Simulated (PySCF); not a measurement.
Assigning NMR signals

Numbering as in the mapped SMILES `[NH2:1][Si:2]1([NH2:3])[CH2:4][CH2:5][C@@H:6]1[F:7]`; H(Xn) means a hydrogen on atom n. Ha(C4), Ha(C5) are cis to F7 on the ring; Hb(C4), Hb(C5) are trans to F7 on the ring.

Relativity neglected, one conformer, rapidly exchanging positions averaged, in vacuum. Shieldings: GIAO PBE0/pcSseg-1; GFN2-xTB structure; PySCF 2.14.

Scale: 13C, 1H vs TMS (reference shieldings calculated alike).

Task: Assign these signals to the numbered atoms. 13C{1H} NMR (computed): δ 106.4, 25.8, 21.7.

Result: 
106.4 → C6, sp3 CH bonded to F and Si: the inductive effect lowers its shielding
25.8 → C5, sp3 CH2 in a ring: saturated and bonded to C and H only
21.7 → C4, sp3 CH2 bonded to Si

Task: Assign these signals to the numbered atoms. 1H NMR (300 MHz, computed): δ 5.39 (m, 1H), 2.29 (m, 1H), 1.74 (m, 1H), 1.63 (m, 1H), 1.22 (m, 1H), 0.65 (br s, 2H), 0.55 (br s, 2H).

Result: 
5.39 → H(C6), hydrogen on an sp3 CH bonded to F and Si: its carbon carries F, which withdraws density
2.29 → Hb(C5), hydrogen on an sp3 CH2 in a ring
1.74 → Ha(C5), hydrogen on an sp3 CH2 in a ring
1.63 → Ha(C4), hydrogen on an sp3 CH2 bonded to Si
1.22 → Hb(C4), hydrogen on an sp3 CH2 bonded to Si
0.65 → H(N1), hydrogen on a nitrogen bonded to Si: labile proton, position sensitive to the medium
0.55 → H(N3), hydrogen on a nitrogen bonded to Si

Ha(C5) and Ha(C4); H(N1) and H(N3) lie closer than the usual error of such a calculation, so a measured spectrum could show them in the other order.

Exchangeable OH/NH protons stand at their gas-phase positions; hydrogen bonding in a real sample shifts them, mostly to higher δ. Splittings by 19F in the carbon and heteronuclear signals aren't shown, as no couplings were computed. Shifts are as computed. Against solution values, carbons near 30 ppm lie about +3 ppm off and those near 130 ppm about +5 ppm. Of 1211 compounds with measured shifts, 218 miss one by over three times the rms of a fit or turn the order of signals round; such compounds aren't used in these exercises. No couplings were computed; multiplicities are counted from neighbouring protons, with m where these are inequivalent, close in shift, in a saturated or five-membered ring or joined by F or P, and br s for small geminal =CH2 splittings.
